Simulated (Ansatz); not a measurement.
**B2NH2OF (SMILES OB1NB1F): the energy, rung by rung**

The species is B2NH2OF (7 atoms), meant as a singlet with charge 0. As SMILES, `OB1NB1F`. Geometry: optimised at PBE0/def2-SVP. This is one conformer, not always the lowest.

```xyz
7

O    -1.2817    0.1744    1.3139
B    -0.3832    0.1472    0.3120
N     0.6330   -0.7687   -0.0949
B     0.5859    0.3437   -0.9550
F     1.2521    0.7247   -2.0292
H    -1.8280    0.9660    1.2877
H     1.0831   -1.6553    0.1200
```

Each level gives the adiabatic ionisation energy (to the doublet cation, shapes relaxed at PBE0/def2-SVP, no zero-point term) (eV). The values are calculated.

| level | kind | program | value (eV) | CPU time (all runs) |
| --- | --- | --- | --- | --- |
| HF/def2-SVP | Hartree–Fock | Ansatz | 7.82 | 1.4 s |
| SVWN5/def2-SVP | LDA | Ansatz | 8.67 | 2.2 s |
| BLYP/def2-SVP | GGA | Ansatz | 8.40 | 4.1 s |
| r2SCAN/def2-SVP | meta-GGA | Ansatz | 8.53 | 8.2 s |
| B3LYP/def2-SVP | global hybrid | Ansatz | 8.68 | 5.2 s |
| CAM-B3LYP/def2-SVP | range-separated hybrid | Ansatz | 8.72 | 5.4 s |
| RPA@PBE/def2-SVP | RPA | Ansatz | 8.71 | 7.5 s |
| MP2/def2-SVP | perturbation theory | Ansatz | 8.53 | 1.7 s |

The values span 7.82 to 8.72 eV. In so small a basis fixed costs decide the times, and correlated methods can beat functionals. Times are those of the runs behind each value, whatever else they computed, on shared processors of several kinds: orders of magnitude only.
